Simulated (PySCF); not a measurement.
Atomic charges by several schemes

C7H3F3.
Atom-mapped SMILES: `[CH:1]#[C:2][C:3]1=[C:4]([C:5]([F:6])([F:7])[F:8])[C:9]1=[CH2:10]` (hydrogens: H11 on C1; H12, H13 on C10)

Cartesian coordinates in Å at the GFN2-xTB level; atoms count from 1:
```
atom  x, y, z in Å
C1     3.1706    0.1772    0.8584
C2     2.0145    0.0759    0.5324
C3     0.7096   -0.0919    0.1463
C4    -0.5268    0.4024    0.0037
C5    -1.4260    1.5523    0.1725
F6    -2.4618    1.2709    0.9836
F7    -0.8039    2.6190    0.7007
F8    -1.9576    1.9568   -0.9954
C9    -0.3274   -0.9669   -0.4160
C10   -0.7389   -2.1042   -0.9101
H11    4.1727    0.2878    1.1485
H12   -0.0682   -2.9368   -1.0263
H13   -1.7612   -2.2420   -1.2160
```

Density: PBE0/pcSseg-1 (PySCF); schemes: Mulliken, IAO, Hirshfeld and ESP-fitted. Isolated species at its GFN2-xTB geometry, gas phase.

Q: Do the Mulliken, IAO, Hirshfeld and ESP-fitted schemes agree on where the charge is lowest?

A: The schemes don't all agree: Mulliken C1 (-0.388); IAO C10 (-0.421); Hirshfeld C10 (-0.153); ESP-fitted C10 (-0.790).

Q: At which atom do the 4 schemes differ most?

A: At C10: from -0.790 (ESP-fitted) to -0.137 e (Mulliken), 0.653 e apart.

Q: Do the Mulliken, IAO, Hirshfeld and ESP-fitted schemes agree on where the charge is highest?

A: All schemes agree: Mulliken C5 (+0.858); IAO C5 (+0.806); Hirshfeld C5 (+0.268); ESP-fitted C5 (+0.653).

Q: Give the atomic charges in each scheme.

A: In e:

| atom | environment | Mulliken | IAO | Hirshfeld | ESP-fitted |
| --- | --- | --- | --- | --- | --- |
| C1 | terminal alkyne carbon | -0.388 | -0.158 | -0.047 | -0.346 |
| C2 | alkyne carbon | +0.380 | -0.032 | -0.030 | +0.022 |
| C3 | fully substituted alkene carbon | +0.127 | +0.049 | +0.042 | +0.120 |
| C4 | fully substituted alkene carbon | -0.249 | -0.032 | -0.008 | -0.175 |
| C5 | CF3 carbon | +0.858 | +0.806 | +0.268 | +0.653 |
| F6 | fluorine of a CF3 group | -0.263 | -0.271 | -0.092 | -0.193 |
| F7 | fluorine of a CF3 group | -0.262 | -0.272 | -0.091 | -0.203 |
| F8 | fluorine of a CF3 group | -0.263 | -0.271 | -0.092 | -0.193 |
| C9 | fully substituted alkene carbon | -0.113 | +0.056 | 0.000 | +0.250 |
| C10 | terminal =CH2 carbon | -0.137 | -0.421 | -0.153 | -0.790 |
| H11 | alkyne hydrogen | +0.064 | +0.219 | +0.110 | +0.317 |
| H12 | vinylic hydrogen | +0.122 | +0.163 | +0.047 | +0.265 |
| H13 | vinylic hydrogen | +0.124 | +0.165 | +0.048 | +0.273 |

Mean size of the charges over all atoms: ESP-fitted 0.292 e, Mulliken 0.258 e, IAO 0.224 e, Hirshfeld 0.079 e. Each set sums to the total charge, 0, to within 0.001 e. The ESP scheme fits charges at the nuclei, held to the total charge, to the electrostatic potential on points at 1.4 to 2.0 times the van der Waals radii.

Q: How many electrons does the Hirshfeld scheme count on C5?

A: Z − q = 6 − (+0.268) = 5.732.

Q: How closely do the schemes follow one another over all atoms?

A: Correlation coefficient and root-mean-square difference: IAO with Hirshfeld 0.99, 0.199 e; IAO with ESP-fitted 0.90, 0.154 e; Hirshfeld with ESP-fitted 0.90, 0.265 e; Mulliken with IAO 0.84, 0.179 e; Mulliken with Hirshfeld 0.80, 0.250 e; Mulliken with ESP-fitted 0.72, 0.256 e.

Q: Sum the charges by element.

A: 
```tsv
element	atoms	Mulliken	IAO	Hirshfeld	ESP-fitted
C	7	+0.477	+0.267	+0.071	-0.267
F	3	-0.787	-0.813	-0.275	-0.589
H	3	+0.310	+0.547	+0.204	+0.855
```
